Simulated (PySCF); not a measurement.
# Distorted geometries of [Ta(SH)4]+

[Ta(SH)4]+ (singlet; a saddle point, relaxed within its symmetry). PySCF 2.14.0, RKS PBE0, Ta def2-SVP with ECP60, S def2-SVP, H def2-SVP; non-relativistic Hamiltonian with scalar-relativistic core potentials where named; density fitting; no spin-orbit coupling. Relaxed geometry:

```xyz
9

Ta    0.0000    0.0000    0.0018
S     2.2375    0.4235    0.6607
H     2.6262   -0.6866    1.3315
S    -0.4235    2.2375    0.6607
H     0.6866    2.6262    1.3315
S    -2.2375   -0.4235    0.6607
H    -2.6262    0.6866    1.3315
S     0.4235   -2.2375    0.6607
H    -0.6866   -2.6262    1.3315
```

Task: Order these distorted geometries by energy above the relaxed one, lowest first.
A.
```xyz
9

Ta   -0.0247   -0.0294   -0.0067
S     2.2055    0.4049    0.7315
H     2.6483   -0.6818    1.3133
S    -0.4149    2.1493    0.7197
H     0.6987    2.7103    1.2854
S    -2.2330   -0.3805    0.5941
H    -2.6118    0.6660    1.3999
S     0.4354   -2.1418    0.6057
H    -0.7034   -2.6969    1.3278
```
B.
```xyz
9

Ta   -0.0113    0.0772   -0.0223
S     2.1779    0.5542    0.6693
H     2.6436   -0.7307    1.2613
S    -0.3135    2.0944    0.7401
H     0.8526    2.7016    1.4102
S    -2.2755   -0.4043    0.7038
H    -2.7110    0.6413    1.2362
S     0.4169   -2.2730    0.6829
H    -0.7798   -2.6607    1.2893
```
C.
```xyz
9

Ta   -0.0483   -0.1040    0.0375
S     2.1522    0.3858    0.6855
H     2.5344   -0.3834    1.6368
S    -0.3190    2.2771    0.4769
H     0.5220    2.6220    1.2391
S    -2.1935   -0.1639    0.5493
H    -2.6126    0.4913    1.3592
S     0.4620   -2.3928    0.5464
H    -0.4972   -2.7319    1.4399
```

Result: A (0.35 eV), B (1.03 eV), C (2.20 eV).

Task: Which forces (eV/Å) act in the one that lies 1.03 eV up?

Result: 
```
Ta  -0.36 -4.28 -0.33
S    1.37 -2.54  1.03
H   -0.73  2.05 -1.03
S    0.82  4.45  1.93
H   -1.83 -0.96 -0.92
S    1.70 -2.78 -1.90
H   -1.10  2.94  1.60
S   -0.75  0.73  0.04
H    0.88  0.40 -0.40
```
Forces carry noise of the integration grid, about 0.01 to 0.03 eV/Å.
